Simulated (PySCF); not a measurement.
How methods differ on the electron affinity of Ba

Ba⁻ [Xe] 6s2 6p1 (2P) → Ba [Xe] 6s2 (1S), as a difference of total energies. Computed with PySCF 2.14 in def2-QZVPPD with one added diffuse shell each of s, p, d type with the def2 core potential (46 electrons) (8s6p4d2f1g, 69 functions), with a scalar-relativistic core potential. Correlated levels: valence: 5s2 5p6 frozen; valence and next inner shell: nothing frozen outside the core potential. The calculations carry no spin-orbit coupling.

```tsv
method	electron affinity (eV)
UHF	-0.057
PBE	0.133
PBE0	0.143
r2SCAN	0.224
LC-wPBE	0.209
MP2 (valence)	-0.045
SCS-MP2 (valence)	-0.076
CCSD (valence)	0.115
CCSD(T) (valence)	0.146
MP2 (valence and next inner shell)	-0.135
SCS-MP2 (valence and next inner shell)	-0.148
CCSD (valence and next inner shell)	0.052
CCSD(T) (valence and next inner shell)	0.076
```

The reference lies between the lowest fine-structure levels, while these numbers refer to the centres of the terms.

Errors of the correlated levels include the incompleteness of this basis and the frozen core.

A negative affinity means that the anion lies above the atom at that level of theory.

The coupled-cluster amplitudes are large for Ba⁻ (T1 above 0.03 or a double amplitude above 0.15), so a single reference is strained.

In the anion the highest occupied orbital energy is positive at PBE, PBE0, r2SCAN, a self-interaction effect; the basis confines that electron, and the energy difference can still be sensible.

For comparison: 0.145 eV (measured; photodetachment measurements, as compiled on the Wikipedia data page of electron affinities).
